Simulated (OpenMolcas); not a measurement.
Ag2+ in a point-charge field

Ag2+ among 5 point charges of -1.5 e arranged as a trigonal bipyramid (D3h), 2.47 Å from the ion, with the axial distance 2.519 Å.
```
   2.4700    0.0000    0.0000  -1.50
  -1.2350    2.1391    0.0000  -1.50
  -1.2350   -2.1391    0.0000  -1.50
   0.0000    0.0000    2.5194  -1.50
   0.0000    0.0000   -2.5194  -1.50
```

| Property | Result |
| --- | --- |
| Program | OpenMolcas |
| Method | SS-CASPT2, IPEA 0.25 Eh, imaginary shift 0.1 Eh (closed shells correlated: 4s 4p) |
| Basis | ANO-RCC-VDZP [6s5p3d1f] |
| Scalar Hamiltonian | DKH2, point nucleus |
| Active space | 9 electrons in 5 orbitals (4d) |
| State averaging | 2S+1 = 2 even, 5 roots |
| Spin-orbit coupling | state interaction with AMFI integrals over the reference wave functions |

The lowest spin-free states (labels of D3, the rotations of D3h), above the lowest:

```json
{"State": "2A1", "Degeneracy": "1", "E (cm-1)": "0", "Free-ion L (%)": "D (100)"}
{"State": "2E", "Degeneracy": "2", "E (cm-1)": "2490", "Free-ion L (%)": "D (100)"}
{"State": "2E", "Degeneracy": "2", "E (cm-1)": "2670", "Free-ion L (%)": "D (100)"}
```

The lowest levels with spin-orbit coupling:

```csv
E (cm-1),Degeneracy,Label,2S+1,g
0,2,E1/2,2,1.60 3.56 3.56
1830,2,E3/2,2,0.00 0.00 3.63
1980,2,E1/2,2,0.00 0.00 6.00
5670,2,E1/2,2,0.40 1.56 1.56
6520,2,E3/2,2,0.00 0.00 2.37
```

Powder χT (cm3 K/mol): 0.874 at 2 K, 0.878 at 10 K, 0.898 at 50 K, 0.922 at 100 K, 0.972 at 200 K, 1.02 at 300 K. The effective moment at 300 K is 2.828 √(χT) = 2.86 μB.

The lowest level has 2S+1 = 2, for which the spin-only value is χT = S(S+1) / 2 = 0.375 cm3 K/mol (g = 2). The computed 1.021 at 300 K differs by +0.646, through orbital momentum, spin-orbit coupling and any other state in reach.

Roots that are degenerate in the reference are averaged as groups; the widest CASPT2 spread within a group is 76 cm-1 (the 2-fold group of multiplicity 2 near 2670 cm-1 above the lowest state of its run). Shifts and gaps below about the spread of the groups concerned are not significant. The ground term spreads over less than 5000 cm-1, several times less than with real ligands, so orbital moments are less quenched and χT lies further from the spin-only value than at real sites. Free-ion shares, where given, are those of the reference states; single-state CASPT2 does not remix them. This is an electrostatic model: the charges have no orbitals. No measured value stands beside these numbers.

The CASPT2 steps took 0.72 s on 1 thread of Arm Neoverse V1, on a shared host; the integral step is not counted.
